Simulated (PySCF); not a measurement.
**Radial density of Re⁵⁵⁺ (rhenium, charge +55)**

r2SCAN, [Ar] 3d2, high-spin 3F determinant. Computed with PySCF 2.14 in an even-tempered Gaussian basis (19 s from 14 bohr⁻², ratio 2.2; 12 p from 18 bohr⁻², ratio 2.2; 8 d from 18 bohr⁻², ratio 2.2; 4 f from 64 bohr⁻², ratio 2.4; 3 g from 96 bohr⁻², ratio 2.4; 3 h from 140 bohr⁻², ratio 2.4), with the non-relativistic Hamiltonian (point nucleus).

```
r (bohr)  4πr²ρ (e/bohr)  4πr²(ρα − ρβ)
0.000284          0.2926         0.0000
0.000477          0.8041         0.0000
0.000803           2.167        -0.0001
 0.00135           5.647        -0.0002
 0.00227           13.92        -0.0004
 0.00382           31.23        -0.0009
 0.00642           59.96        -0.0017
  0.0108           89.46        -0.0015
  0.0182           94.22         0.0124
  0.0306           89.12         0.1844
  0.0514           120.5         1.6330
  0.0865           87.10         7.6451
   0.145           62.87        13.3168
   0.245           37.56         4.5586
   0.412           1.162         0.1038
   0.692       0.0001738         0.0000
```

A non-relativistic calculation at this Z misses sizeable relativistic shifts. Spin-orbit coupling is strong in this species (close to jj coupling), so the high-spin LS determinant is a model state, not a physical level.
